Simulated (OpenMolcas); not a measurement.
An OpenMolcas run meant for Sn³⁺ (ANO-RCC-VDZP, DKH2; inactive shells 1s 2s 2p 3s 3p 3d 4s 4p 4d; intended active space 1 electron in 9 orbitals (RAS2 5s 5p; RAS3 5d, at most 1 electron)). One step of its input:

```
&CASPT2
Multistate=1 1
Frozen=9 9
IPAE=0.25
Imaginary=0.1
MaxIter=60
WThr=0.0 0.3 0.05
PrWF=0.5
NoMix
```

Lines from the output:

```
|        MOLCAS_PRINT = 2
  |       MOLCAS_SOURCE = <dir>
  |    MOLCAS_STRUCTURE = 0
  |
   --------------------------------------------------------------------------------------
++ ---------   Input file   ---------
>>> COPY JOB001 $Project.JobIph
&CASPT2
Multistate=1 1
Frozen=9 9
IPAE=0.25
Imaginary=0.1
MaxIter=60
WThr=0.0 0.3 0.05
PrWF=0.5
NoMix
-- ----------------------------------
>>> COPY JOB001 a.JobIph
*** symbolic link created: INPORB -> a.RasOrb
--- Start Module: caspt2 at  ---
()()()()()()()()()()()()()()()()()()()()()()()()()()()()()()()()()()()()()()()()()()()()()()()()()()
                                              &CASPT2
                                   only a single process is used
                       available to each process: 2.3 GB of memory, 1 thread
()()()()()()()()()()()()()()()()()()()()()()()()()()()()()()()()()()()()()()()()()()()()()()()()()()
 ###    ERROR: Unrecognized keyword: IPAE                                    ###
--- Stop Module: caspt2 at  /rc=_RC_INPUT_ERROR_ ---
.####################.
.# User input error #.
.####################.
```

What is wrong with the input?

A keyword is misspelt. OpenMolcas reads the first four letters of a keyword, so the setting is refused or falls back to its default.
